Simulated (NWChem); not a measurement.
A series in which one site is exchanged, each optimised at PBE0/def2-SVP with NWChem, gas phase unless a solvent is named. All stand in one matching conformer (torsions within 35°), which need not be the lowest. For some, no frequency run checked for a minimum. def2 effective core potentials on Te; no spin-orbit coupling.

A: N[Te]N (N2H4Te; site = Te)
B: [NH2][Mg][NH2] (MgN$_{2}$H$_{4}$; site = Mg)
C: [NH2][Be][NH2] (BeN2H4; site = Be)
D: [NH2][Zn][NH2] (ZnN₂H₄; site = Zn)

```csv
quantity,A,B,C,D
"dipole (D), PBE0/def2-SVP",2.42,0.00,0.00,…
"orbital gap (eV), PBE0/def2-SVP",5.86,5.38,7.38,…
"vertical ionisation energy, ΔSCF, PBE/def2-SVP (eV)",8.09,7.71,8.85,…
"vertical ionisation energy, ΔSCF, CAM-B3LYP/def2-SVP (eV)",8.33,8.45,9.41,…
"lowest singlet excitation, CAM-B3LYP/def2-SVPD, TDA (eV)",4.15,4.43,6.06,…
```

Task: Some entries are withheld; supply them.

Result: 
- dipole (D), PBE0/def2-SVP, D: 1.47
- orbital gap (eV), PBE0/def2-SVP, D: 6.26
- vertical ionisation energy, ΔSCF, PBE/def2-SVP (eV), D: 8.10
- vertical ionisation energy, ΔSCF, CAM-B3LYP/def2-SVP (eV), D: 8.76
- lowest singlet excitation, CAM-B3LYP/def2-SVPD, TDA (eV), D: 5.34
